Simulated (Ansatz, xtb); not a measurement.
## Relative energy of two conformers of C2H7BrSi

Structure a is `CC[SiH2]Br`, a singlet and structure b is `CC[SiH2]Br`, a singlet. Both are isolated molecules in the gas phase, relaxed with PBE0-D3(BJ)/def2-SVP.

a (Å):

```xyz
11

C    -0.1003    2.7843   -0.1038
C     0.7222    1.5201   -0.3303
Br    1.0126    0.9534    2.9731
Si    0.4619    0.1738    0.9482
H     0.0947    3.5359   -0.8840
H    -1.1810    2.5717   -0.1125
H     0.1360    3.2442    0.8681
H     1.8014    1.7499   -0.3536
H     0.4879    1.0652   -1.3103
H     1.3231   -1.0124    0.6750
H    -0.9678   -0.2479    1.0163
```

b (Å):

```
atom    x (Å)    y (Å)    z (Å)
   C  -2.1299  -1.4187  -0.2967
   C  -0.8860  -1.0022   0.4854
  Br   2.1699  -1.6170   1.7510
  Si   0.4069  -2.3568   0.5919
   H  -2.6312  -2.2846   0.1644
   H  -2.8666  -0.6017  -0.3417
   H  -1.8859  -1.6948  -1.3350
   H  -0.4065  -0.1200   0.0283
   H  -1.1453  -0.7073   1.5164
   H   0.8924  -2.7541  -0.7620
   H  -0.1214  -3.5617   1.2958
```

**Question.** Estimate which is lower in electronic energy at CCSD(T)/def2-SVP + ΔMP2/def2-TZVPP, and by roughly how much.

**Answer.** Too close to call at this level: CCSD(T)/def2-SVP + ΔMP2/def2-TZVPP gives E(b) − E(a) = +0.32 kcal/mol.

The same difference at several levels:

```csv
level,geometry,E(b) − E(a) (kcal/mol),departure from the last row (kcal/mol),"job, with rough time for the two"
PBE0-D3(BJ)/def2-SVP,PBE0-D3(BJ)/def2-SVP,+0.56,+0.24,"optimisation, 26 s"
HF/def2-SVP,PBE0-D3(BJ)/def2-SVP,+0.22,−0.10,part of the CCSD(T) run
MP2/def2-SVP,PBE0-D3(BJ)/def2-SVP,+0.52,+0.21,part of the CCSD(T) run
CCSD(T)/def2-SVP,PBE0-D3(BJ)/def2-SVP,+0.48,+0.16,single point
CCSD(T)/def2-SVP + ΔMP2/def2-TZVPP,PBE0-D3(BJ)/def2-SVP,+0.32,,"single point, 31 s"
```

The largest departure from CCSD(T)/def2-SVP + ΔMP2/def2-TZVPP is that of PBE0-D3(BJ)/def2-SVP, 0.24 kcal/mol. Levels run at GFN2-xTB geometries aren't shown. The last row adds to CCSD(T) the change of the MP2 difference between the two basis sets, here −0.16 kcal/mol.

With harmonic frequencies from PBE0-D3(BJ)/def2-SVP (ideal gas, rigid rotor, one conformer each, 298.15 K, 1 atm): on the last row, ΔE + ΔZPE = +0.26, ΔH = +0.33, ΔG = +0.14 kcal/mol.

The correlated steps freeze 16 core orbitals; the filled d shell of Br is correlated, in a basis made for valence electrons. Mirror images aren't counted in ΔG. Programs: Ansatz 0.2.0; the last row on 2 threads of Arm Neoverse V2 on a shared host.
